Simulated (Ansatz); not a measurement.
# A ladder of methods for AlH2Br (SMILES [AlH2][Br])

AlH2Br: 4 atoms, total charge 0, spin state singlet. As SMILES, `[AlH2][Br]`. Geometry: relaxed at PBE0-D4/def2-TZVP.

```xyz
4

Al   -0.1483   -0.0647   -0.1103
Br    1.6849    0.4966    1.0797
H    -0.5616   -1.5848   -0.1392
H    -0.9197    1.0927   -0.8504
```

Quantity: the energy change with the Al1–Br2 bond stretched from 2.256 to 3.385 Å, in eV. The values are calculated.

```json
{"level": "HF/STO-3G (restricted)", "kind": "Hartree–Fock", "program": "Ansatz", "value (eV)": "5.01", "less FCI/STO-3G": "+0.63", "CPU time (all runs)": "0.39 s"}
{"level": "SVWN5/STO-3G (restricted)", "kind": "LDA", "program": "Ansatz", "value (eV)": "4.25", "less FCI/STO-3G": "-0.13", "CPU time (all runs)": "1.7 s"}
{"level": "PBE/STO-3G (restricted)", "kind": "GGA", "program": "Ansatz", "value (eV)": "4.02", "less FCI/STO-3G": "-0.36", "CPU time (all runs)": "2.7 s"}
{"level": "r2SCAN/STO-3G (restricted)", "kind": "meta-GGA", "program": "Ansatz", "value (eV)": "4.20", "less FCI/STO-3G": "-0.18", "CPU time (all runs)": "7.6 s"}
{"level": "B3LYP/STO-3G (restricted)", "kind": "global hybrid", "program": "Ansatz", "value (eV)": "4.17", "less FCI/STO-3G": "-0.21", "CPU time (all runs)": "2.7 s"}
{"level": "wB97M-V/STO-3G (restricted)", "kind": "range-separated hybrid", "program": "Ansatz", "value (eV)": "4.63", "less FCI/STO-3G": "+0.25", "CPU time (all runs)": "37 s"}
{"level": "RPA@PBE/STO-3G (restricted)", "kind": "RPA", "program": "Ansatz", "value (eV)": "3.90", "less FCI/STO-3G": "-0.48", "CPU time (all runs)": "4 s"}
{"level": "CCSD(T)/STO-3G (restricted)", "kind": "coupled cluster or CI", "program": "Ansatz", "value (eV)": "4.38", "less FCI/STO-3G": "0.00", "CPU time (all runs)": "0.6 s"}
{"level": "FCI/STO-3G", "kind": "exact in the basis", "program": "Ansatz", "value (eV)": "4.38", "less FCI/STO-3G": "0.00", "CPU time (all runs)": "12 s"}
```

FCI/STO-3G is exact within its basis and frozen core, so for wave-function methods in that basis the difference is their error; functionals converge differently with the basis, so for them it is only a difference. Spin-restricted single references rise too steeply as a bond breaks, Hartree–Fock most of all. All-electron rows without a relativistic Hamiltonian named are non-relativistic. The first shape isn't each level's own minimum. The values span 3.90 to 5.01 eV. All rows use very small basis sets, so even the best lies far from the true value. In the correlated wave-function rows the outer d shell of Br is correlated, in sets not made for it. Times are those of the runs behind each value, whatever else they computed, on shared processors of several kinds: orders of magnitude only.
